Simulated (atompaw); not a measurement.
# Reading a pseudo-wave (N)

Columns: radius, all-electron u(r) and pseudo u(r) of the 2s shell (level -18.69 eV) of nitrogen in the configuration [He] 2s1.5 2p3.5; PBEsol, scalar-relativistic, PAW (atompaw) scheme, atompaw 4.2.0.5.

```
r (bohr)  all-electron  pseudo
   0.077       -0.3538  0.0195
   0.154       -0.3663  0.0514
   0.231       -0.2260  0.1049
   0.308       -0.0298  0.1843
   0.385        0.1730  0.2875
   0.462        0.3583  0.4068
   0.538        0.5143  0.5288
   0.615        0.6422  0.6442
   0.692        0.7401  0.7401
   0.769        0.8107  0.8107
   0.846        0.8573  0.8573
   0.923        0.8836  0.8836
   1.000        0.8934  0.8934
   1.077        0.8897  0.8897
   1.154        0.8756  0.8756
   1.231        0.8535  0.8535
   1.308        0.8253  0.8253
   1.385        0.7929  0.7929
   1.462        0.7576  0.7576
   1.538        0.7210  0.7210
   1.615        0.6830  0.6830
   1.692        0.6447  0.6447
   1.769        0.6068  0.6068
   1.846        0.5697  0.5697
   1.923        0.5336  0.5336
   2.000        0.4987  0.4987
```

Q: How many radial nodes do the two functions have?

A: The all-electron 2s function has n − l − 1 = 1; the pseudo-wave has 0, since the states of the same l below it are removed with the core.

Q: At about which radius was the pseudo-wave matched?

A: 0.70 bohr, where the columns begin to agree (steps of 0.08 bohr).

Q: Is the pseudo-wave norm-conserving?

A: No, it belongs to a PAW set: the norm inside the radius is not constrained, and the difference is carried by the augmentation charge.
